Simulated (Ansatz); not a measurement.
One change: `BC(C)=N` becomes `CC(=N)F`.

Ansatz, PBE0-D4/def2-TZVP geometries, multiplicity 1. Each molecule was computed in one conformer, which needn't be the lowest.

| property | `BC(C)=N` |
| --- | --- |
| HOMO–LUMO gap (PBE/def2-TZVPP) / eV | 3.03 |
| HOMO energy (PBE0/def2-TZVPP) / eV | -7.41 |
| ideal-gas entropy at 298 K and 1 bar (rigid rotor, harmonic PBE0-D4/def2-TZVP) / J/(mol·K) | 301 |
| zero-point energy (PBE0-D4/def2-TZVP) / kJ/mol | 207.1 |
| HOMO energy (PBE/def2-TZVPP) / eV | -6.06 |
| LUMO energy (B3LYP/def2-TZVPP) / eV | -2.26 |

Question: What does the change do to each property? (Best estimate.)

Answer: Ansatz gave: 
```tsv
property	`CC(=N)F`	shift
HOMO–LUMO gap (PBE/def2-TZVPP) / eV	5.90	2.87
HOMO energy (PBE0/def2-TZVPP) / eV	-8.42	-1.01
ideal-gas entropy at 298 K and 1 bar (rigid rotor, harmonic PBE0-D4/def2-TZVP) / J/(mol·K)	281	-20
zero-point energy (PBE0-D4/def2-TZVP) / kJ/mol	161.7	-45.4
HOMO energy (PBE/def2-TZVPP) / eV	-6.81	-0.75
LUMO energy (B3LYP/def2-TZVPP) / eV	-0.08	2.18
```

With PBE0 the HOMO falls by 1.01 eV and the LUMO rises by 2.25 eV, so the gap widens by about 3.26 eV. PBE moves the HOMO by -0.75 eV and ωB97M-V by -1.11 eV. The zero-point energy changes by -45.4 kJ/mol with -6 modes.

B3LYP here is the variant with VWN-RPA as its local correlation; programs differ in this.
